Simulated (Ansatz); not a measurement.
Au5Se2⁺, relaxed as a singlet with RKS PBE0-D4/def2-SVP in Ansatz, starting from the GFN2-xTB geometry. Force threshold 0.02 eV/Å.

In the def2 sets Au takes a core potential; there is no spin–orbit coupling. The structure comes from a short search, and lower isomers may exist.

Start:

```xyz
7

Au    2.680   -1.037    2.241
Au   -2.710    1.996    1.477
Au   -3.444    0.122   -1.638
Au    3.472   -0.897   -1.374
Au    0.001   -0.049   -0.185
Se    1.794   -1.629    0.127
Se   -1.791    1.495   -0.647
```

**Question.** Estimate the energy that the relaxation releases and the steps that it takes.

**Answer.** 0.19 eV, in 5 steps; 62 s on 4 threads of Arm Neoverse V2 on a shared host. No frequencies were taken in this run, so the end may be a saddle point.

**Question.** Does the start keep its bonding and symmetry?

**Answer.** By distances, no bond broke or formed. The bond that changes most is Au5–Se7, from 2.41 to 2.45 Å (atoms count from 1). Point group C2 at the start, C2 at the end, both within 0.05 Å.

**Question.** Predict the relaxed structure.

**Answer.** 
```
atom   x (Å)   y (Å)   z (Å)
 Au1   2.531  -0.781   2.100
 Au2  -2.538   1.683   1.470
 Au3  -3.257   0.108  -1.488
 Au4   3.262  -0.800  -1.248
 Au5   0.001  -0.062  -0.248
 Se6   1.628  -1.844   0.156
 Se7  -1.627   1.695  -0.743
```
Bond lengths (bridged metal pairs left out): 6 × Au–Se 2.39 to 2.45 Å.
